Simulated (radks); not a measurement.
The numbers below are computed, except where a source is named.
Cu II, 28 electrons, occupied as [Ar] 3d9.75 4f0.25 (fractional occupations, a model configuration).

Level of theory: scalar-relativistic Kohn-Sham, PBEsol, spin-polarised, spherical densities, finite nucleus; open shells are filled with parallel spins first; Fermi nuclear charge, rms radius 3.8823 fm (a radial shooting solver on a logarithmic mesh with Libxc functionals).

Energy parts (hartree):
part                       energy
total                 -1653.06049
kinetic                1677.47781
electron-nucleus      -3970.11892
Hartree                 705.47914
exchange-correlation    -65.89852

Orbitals (lengths in bohr, moments of r in powers of bohr; <r^-3> diverges for s and p1/2; r(max) is where P^2 peaks):
orbital  occ.  eigenvalue (hartree)    <1/r>   r(max)     <r^2>    <r^-3>
1s up       1             -325.4044    29.14  0.03413  0.003660         -
1s down     1             -325.4044    29.14  0.03413  0.003660         -
2s up       1             -39.43620    6.323   0.1967   0.06537         -
2s down     1             -39.43087    6.324   0.1967   0.06536         -
2p up       3             -34.10693    6.207   0.1582   0.05233     705.3
2p down     3             -34.10291    6.208   0.1582   0.05232     705.4
3s up       1              -4.64375    1.995   0.6138    0.5878         -
3s down     1              -4.63367    1.995   0.6139    0.5881         -
3p up       3              -3.08564    1.841   0.6198    0.6657     89.57
3p down     3              -3.07575    1.841   0.6199    0.6662     89.48
3d up       5              -0.61672    1.404   0.6014     1.316     7.798
3d down  4.75              -0.60781    1.401   0.6019     1.329     7.767
4f up    0.25              -0.06443  0.09106    11.45     160.0  0.001095

The highest occupied level is 4f up at -1.753 eV. The density falls to 0.001 e/bohr^3 at r = 3.20 bohr. The electron density at the nucleus is 2.236e+04 e/bohr^3 (large components only). Spin moment in Bohr magnetons: 0.5. Summed over all electrons, <r^2> = 58.51 bohr^2, which gives a Langevin (diamagnetic) susceptibility term of -46.3 x 10^-6 cm^3/mol.
